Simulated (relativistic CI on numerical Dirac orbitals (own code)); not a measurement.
**Radial parameters of Pt54+**

Method of calculation: Dirac-Coulomb-Breit CI, KLI orbitals optimised for each configuration, model QED (radiative potential, 1s self-energy scaled to tabulated hydrogen-like ionisation energies), unscaled Slater integrals (own radial code, finite nucleus).

Slater integrals F^k, G^k are unscaled and averaged over j, outside the closed core [Ne]; ζ comes from projecting the Hamiltonian with its Breit term on Σ l·s of the shell.

- 3s2 3p6 3d6: F^2(3d,3d) = 638110, F^4(3d,3d) = 412150, ζ(3d) = 292290 cm⁻¹; <r>(3d) = 0.1601, <r^2>(3d) = 0.0297 (bohr units).
- 3s2 3p5 3d7: ζ(3p) = 2.2356e+06, F^2(3d,3d) = 637270, F^4(3d,3d) = 411580, F^2(3p,3d) = 552660, G^1(3p,3d) = 588220, G^3(3p,3d) = 392450, ζ(3d) = 290160 cm⁻¹; <r>(3p) = 0.1783, <r^2>(3p) = 0.03688, <r>(3d) = 0.1602, <r^2>(3d) = 0.02977 (bohr units).
- 3s2 3p4 3d8: F^2(3p,3p) = 547210, ζ(3p) = 2.2345e+06, F^2(3d,3d) = 636400, F^4(3d,3d) = 410990, F^2(3p,3d) = 552260, G^1(3p,3d) = 588250, G^3(3p,3d) = 392330, ζ(3d) = 288040 cm⁻¹; <r>(3p) = 0.1784, <r^2>(3p) = 0.03693, <r>(3d) = 0.1604, <r^2>(3d) = 0.02984 (bohr units).

Q: Give the Racah parameters of the d shell in 3s2 3p6 3d6.

A: B = F²/49 − 5F⁴/441 = 8350 cm⁻¹ and C = 35F⁴/441 = 32710 cm⁻¹.

Averages of the first 10 configurations, taken without configuration mixing, which lowers the lowest level and can move excited configurations by several eV; other configurations of the list can lie among them:

```json
{"Configuration": "3s2 3p6 3d6", "Parity": "even", "States": "210", "Average energy above the lowest level (eV)": "156.4"}
{"Configuration": "3s2 3p5 3d7", "Parity": "odd", "States": "720", "Average energy above the lowest level (eV)": "718.8"}
{"Configuration": "3s2 3p4 3d8", "Parity": "even", "States": "675", "Average energy above the lowest level (eV)": "1290.2"}
{"Configuration": "3s 3p6 3d7", "Parity": "even", "States": "240", "Average energy above the lowest level (eV)": "1249.6"}
{"Configuration": "3p6 3d8", "Parity": "even", "States": "45", "Average energy above the lowest level (eV)": "2354.7"}
{"Configuration": "3s 3p5 3d8", "Parity": "odd", "States": "540", "Average energy above the lowest level (eV)": "1810.3"}
{"Configuration": "3s2 3p6 3d5 4s", "Parity": "even", "States": "504", "Average energy above the lowest level (eV)": "2217.3"}
{"Configuration": "3s2 3p6 3d5 4p", "Parity": "odd", "States": "1512", "Average energy above the lowest level (eV)": "2419.1"}
{"Configuration": "3s2 3p4 3d7 4s", "Parity": "even", "States": "3600", "Average energy above the lowest level (eV)": "3330.0"}
{"Configuration": "3s2 3p6 3d5 4d", "Parity": "even", "States": "2520", "Average energy above the lowest level (eV)": "2636.1"}
```
